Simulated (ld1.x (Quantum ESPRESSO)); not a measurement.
What one change does to a pseudopotential (Fe (Z = 26), TM)

ld1.x (Quantum ESPRESSO) 7.5 input, shortened:

```
&input
   title='Fe', zed=26., rel=1, dft='PZ', iswitch=3,
   config='[Ar] 3d6 4s1 4p0'
 /
 &inputp
   pseudotype=2, tm=.true., lloc=2,
   nlcc=.true., rcore=0.85
 /
3
4S  1  0   1.00   0.00  2.35  2.35  0.0
4P  2  1   0.00   0.00  2.70  2.70  0.0
3D  3  2   6.00   0.00  1.80  1.80  0.0
 &test
   configts(1)='3d6 4s1 4p0'
 /
```

Change: reference 3d5 4s0 4p0.

Cutoffs: the cutoffs (Ry, on a coarse ladder) from which the occupation-weighted sum of valence levels, in a spherical-Bessel basis at the reference potential, stays within 10 and 1 mRy of its value at 400 Ry; they do not see the model core or the augmentation charge, which bear on the density cutoff. Errors are all-electron minus pseudo energies relative to the spin-unpolarised reference configuration.

Q: What does the change do?

A: The potential gets neither clearly harder nor softer (80 Ry and 140 Ry → 90 Ry and 140 Ry); both files keep a bound ghost (p, s); the range in which the s phases agree narrows (upper end 1.3 → -0.1); the range in which the d phases agree narrows (upper end 0.0 → -1.5).

```tsv
quantity	base	changed
cutoff, loose	80 Ry	90 Ry
cutoff, tight	140 Ry	140 Ry
bound ghosts	s, p	s, p
largest error over its own tests, meV	-276	-881
s: phases at 2.96 bohr within 0.05 rad from the reference energy up to (Ry; the scan ends near 5)	1.3	-0.1
p: phases at 2.96 bohr within 0.05 rad from the reference energy up to (Ry; the scan ends near 5)	2.7	n/a
d: phases at 2.96 bohr within 0.05 rad from the reference energy up to (Ry; the scan ends near 5)	0.0	-1.5
```

 A true bound ghost makes a file unfit for plane-wave use even where its test errors are small: the radial tests pick states by their node count and pass the ghost by.
